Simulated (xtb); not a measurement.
xtb input:

```bash
xtb mol.xyz --gfn 1 --opt tight --chrg 0 --uhf 0
```
mol.xyz:
```
17

C      1.45643146    -0.50755150     1.22617381
Ge     0.00000000     0.00000000     0.00000000
C     -1.64092924     0.34263018     1.03549946
C     -0.32340924    -1.46476281    -1.27756788
C      0.50790702     1.62968413    -0.98410538
H      1.65054592     0.29202530     1.94226373
H      2.37486162    -0.70160146     0.67063901
H      1.19352407    -1.40916825     1.78093070
H     -2.45999761     0.62549898     0.37300379
H     -1.48151791     1.15173250     1.74945305
H     -1.93853976    -0.54946105     1.58812002
H     -1.12771599    -1.20214422    -1.96597939
H     -0.60625814    -2.37710425    -0.75086316
H      0.57507941    -1.66953746    -1.86115485
H     -0.28708558     1.92697322    -1.66922890
H      1.41570983     1.45957997    -1.56440436
H      0.69139413     2.45320673    -0.29277964
```

Q: Which total energy does the run end on?

A: -16.57621 Eh (GFN1-xTB).
